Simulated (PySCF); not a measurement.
## How methods differ on the ionisation energy of Ta⁵⁴⁺

Ta⁵⁴⁺ [Ar] 3d1 (2D) → Ta⁵⁵⁺ [Ar] (1S), as a difference of total energies. Calculation: PySCF 2.14, in an even-tempered Gaussian basis (17 s from 13 bohr⁻², ratio 2.5; 12 p from 17 bohr⁻², ratio 2.5; 7 d from 17 bohr⁻², ratio 2.5; 4 f from 60 bohr⁻², ratio 2.7; 3 g from 90 bohr⁻², ratio 2.7); scalar relativity by spin-free X2C-1e. Correlated levels: outer shells: [Ne] frozen; virtual orbitals above 40 to 60 times the deepest correlated orbital energy dropped. The calculations carry no spin-orbit coupling.

```tsv
method	ionisation energy (eV)
UHF	5117.5
LDA	5117.9
PBE	5119.5
PBE0	5119.4
r2SCAN	5120.4
TPSSh	5119.0
BLYP	5120.3
MP2 (outer shells)	5117.2
SCS-MP2 (outer shells)	5117.2
```

A first-order spin-orbit estimate (lowest level to lowest level, LS coupling) adds 43.218 eV.

Breit and QED terms and the two-electron picture change are absent.

First order in ζ underestimates the shift of j = l − 1/2 levels at high Z.

For comparison: 5159 ± 5 eV (theoretical estimate listed by NIST; NIST Atomic Spectra Database, ionization energies).
